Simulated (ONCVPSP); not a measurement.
Plane-wave convergence, ONCV potential for Ba

ONCVPSP 4.0.1 input, shortened (lines: element, Z, core and valence counts, functional; n l f; lmax; l rc ep ncon nbas qcut; lloc lpopt rc5 dvloc0; l nproj debl; icmod fcfact rcfact), BLYP, scalar-relativistic:

```
  Ba 56.00    9    4  -106131      upf
    1    0    2.00
    2    0    2.00
    2    1    6.00
    3    0    2.00
    3    1    6.00
    3    2   10.00
    4    0    2.00
    4    1    6.00
    4    2   10.00
    5    0    2.00
    5    1    6.00
    6    0    1.75
    6    1    0.25
    3
    0    2.20    0.00    4    8    4.90
    1    2.70    0.00    4    8    5.50
    2    2.80    0.07    4    9    3.10
    3    2.95    0.03    5    8    3.20
    4    5    1.85    1.00
    0    2    3.00
    1    2    1.90
    2    2    2.90
    3    2    2.90
    1    0.70    0.00
```

In the d channel the program set the typed energies aside and used 0.050, 2.950 Ha.

Q: For each optimised wave give the share of its norm inside rc, the residual kinetic energy above qcut (Ha) and the cutoffs (Ha) for errors of 10, 1, 0.1 and 0.01 mHa per electron.

A:

```tsv
wave	norm inside rc	residual KE	10 mHa	1 mHa	0.1 mHa	0.01 mHa
5s	0.857	3.5e-05	7.1	9.3	11.3	24.2
6s	0.045	1.4e-05	5.2	8.3	10.5	12.4
5p	0.876	5.6e-08	3.3	7.5	10.3	12.1
6p	0.031	3.3e-08	2.1	3.5	8.4	11.0
d projector 1	0.076	1.9e-04	2.3	3.8	5.6	24.5
d projector 2	0.197	1.4e-01	5.9	11.2	40.2	48.9
f projector 1	0.010	6.6e-03	4.2	14.1	26.8	30.4
f projector 2	0.187	1.2e+00	36.5	40.7	47.7	60.8
```

The occupied waves need 9.3 Ha and 11 Ha for 1 and 0.1 mHa. Rows with under 1 % of the norm inside rc give no meaningful cutoff. The cutoffs count occupied waves only; projector 2 of the f channel, the hardest unoccupied one, needs 41 Ha at the loose tolerance. Note: ghosts flagged at negative energy: f at -83.7 eV; GHOST(+) flagged for f at 1.78 eV, s at 104.9 eV, f at 351.1 eV. A true bound ghost makes a file unfit for plane-wave use.
